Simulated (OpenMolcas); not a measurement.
An OpenMolcas run meant for Dy4+ (ANO-R3, X2C; inactive shells 1s 2s 2p 3s 3p 3d 4s 4p 4d 5s 5p; intended active space 8 electrons in 7 orbitals (4f)). One step of its input:

```
&RASSCF
FileOrb=start.orb
Symmetry=1
Spin=8
nActEl=8 0 0
Inactive=15 12
Ras2=0 7
CIRoot=7 7 1
SDav=7
CIMx=300
Iter=89 100
PrWF=0.3
OrbListing=Nothing
MaxOrb=0
Atom
>>> COPY $Project.JobIph JOB001
```

Lines from the output:

```
--- SEWARD ---
Basis set label: DY.ANO-R...9S8P5D5F3G2H.

      Electronic valence basis set:
      ------------------
      Associated Effective Charge  66.000000 au
      Associated Actual Charge     66.000000 au
      Nuclear Model: Finite nucleus - Gaussian distribution
        Gaussian exponent, Xi/bohr**(-2):  1.58618E+08

      Shell  nPrim  nBasis  Cartesian Spherical Contaminant
         s      25       9        X
         p      19       8        X
         d      12       5                 X
         f      10       5                 X
         g       5       3                 X
         h       4       2                 X
                  Relativistic X2C integrals
                  Atomic mean-field integrals
--- RASSCF ---

 Nr of active orbitals     NAC=   7
 Spin degeneracy         ISPIN=   8
 There can be no such wave function.
 ************************************************
--- Stop Module: rasscf at  /rc=_RC_INPUT_ERROR_ ---
.####################.
.# User input error #.
.####################.
```

Question: What is wrong with the input?

Answer: The spin multiplicity does not fit the number of active electrons: an even count needs an odd multiplicity and the reverse.
